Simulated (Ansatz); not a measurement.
C3H6OSe, SMILES `C=C([SeH])CO`. Total charge 0; spin multiplicity 1. Correlated methods include outer-core shells of Se, which these sets cover unevenly. Scalar relativity is left out up to krypton.

Cartesian coordinates in Å:
```
C -0.276 -0.413 -1.564
C -0.449 0.162 -0.383
Se -1.969 1.274 -0.066
C 0.537 0.099 0.739
O 1.600 -0.757 0.402
H -1.024 -0.349 -2.343
H 0.636 -0.962 -1.765
H -2.221 0.778 1.296
H 0.888 1.120 0.947
H 0.015 -0.250 1.644
H 2.263 -0.702 1.092
```

Give the diagnostics of a CCSD(T)/def2-TZVPP run (frozen core, Ansatz). (Estimate.)

Ansatz gave: T1 = 0.0102, largest single amplitude 0.010, largest double 0.028, (T) share of the correlation energy 4.0 %, 9 CCSD cycles. The RHF solution is stable towards an unrestricted one. T1 lies under the customary mark of 0.02 for closed shells.
